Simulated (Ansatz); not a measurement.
`NCB(N)O`. Charge 0, multiplicity 1. The structure was optimised at the PBE0-D4/def2-TZVP level. It is one conformer, not always the lowest.

```xyz
12

N    -0.153    1.748    0.271
C    -0.734    0.418    0.056
B     0.434   -0.627   -0.219
N     0.254   -2.015   -0.116
O     1.650   -0.126   -0.590
H     0.212    1.827    1.212
H    -0.841    2.481    0.161
H    -1.342    0.464   -0.856
H    -1.420    0.096    0.854
H    -0.609   -2.440    0.166
H     0.986   -2.668   -0.338
H     1.564    0.840   -0.601
```

(1) What is the dipole moment at r2SCAN/def2-TZVPP? (Best estimate.)

(2) And with PBE, B3LYP, ωB97M-V? (Estimate.)

(3) Give the Mulliken charges with r2SCAN, ωB97M-V, B3LYP in def2-TZVPP. (Estimate.)

Answers

(1) The calculation gave: 2.37 D, with components (-2.07, 0.11, 1.15) D in this frame, pointing from negative to positive charge.

(2) The calculation gave: PBE 2.33 D, B3LYP 2.42 D, ωB97M-V 2.42 D.

(3) Computed: 
```csv
atom,r2SCAN,ωB97M-V,B3LYP
N1,-0.40,-0.34,-0.37
C2,-0.10,-0.19,-0.16
B3,0.31,0.25,0.24
N4,-0.39,-0.29,-0.33
O5,-0.36,-0.33,-0.33
H6,0.15,0.12,0.14
H7,0.14,0.11,0.13
H8,0.06,0.12,0.09
H9,0.05,0.10,0.08
H10,0.16,0.12,0.14
H11,0.17,0.13,0.16
H12,0.21,0.20,0.20
```

B3LYP here is the variant with VWN-RPA as its local correlation; programs differ in this.
